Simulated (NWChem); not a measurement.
# Atomisation of HFSi

```xyz
3

Si    -0.4557     0.4058     0.0000
H      0.5519     1.5805     0.0000
F      0.6476    -0.8069     0.0000
```
Charge 0, spin multiplicity 1.

The numbers come from NWChem runs, not from measurements. Structure: optimised with B3LYP/def2-SVP, a minimum by its harmonic frequencies.

Basis set: def2-TZVP. The atomisation energy is electronic alone: no zero-point, thermal, spin-orbit or counterpoise terms. No value is extrapolated to the basis-set limit. Free atoms are single determinants with multiplicities Si 3, H 2, F 2. Correlated methods freeze the same cores in atoms and molecule, 6 orbitals in all.

B3LYP has NWChem's definition, with VWN1-RPA local correlation. The structure started from a generated list of species. No SCF solution was tested for a lower state. Open-shell Hartree-Fock references start from PBE0 orbitals. Coupled-cluster values serve here as a point of comparison, not as the truth.

Q: For the atomisation energy, BP86 gives 221.9 kcal/mol and HF gives 153.9 kcal/mol. What do PBE, B3LYP, CCSD(T) give?

A: PBE: 218.3 kcal/mol; B3LYP: 216.6 kcal/mol; CCSD(T): 210.0 kcal/mol.
